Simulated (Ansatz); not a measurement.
Cartesian coordinates in Å:
```
O -1.2331 -0.7266 -1.1482
Zr 0.3049 -0.0423 -0.2249
O 0.0814 1.8270 0.1528
O 0.5994 -1.0216 1.4000
F 1.8427 -0.2579 -1.3559
H -2.0859 -0.8906 -1.5374
H -0.0593 2.6851 0.5396
H 0.5498 -1.5731 2.1739
```

Charge 0, multiplicity 1. Zr takes the def2 core potential.

(1) List the PBE0/def2-TZVPP orbital energies in eV (Ansatz). (An estimate is asked.)

Answers

(1) Ansatz gave: Occupied: -672.54, -522.37, -522.37, -522.37, -58.98, -35.92, -35.61, -35.61, -30.40, -26.97, -26.66, -26.65, -14.14, -13.94, -13.94, -11.67, -11.17, -11.17, -9.86, -9.86, -9.34, -9.26, -9.26, -8.95. Lowest empty: -0.24, 0.45, 0.45, 0.70, 0.71, 1.04, 1.04, 1.10.
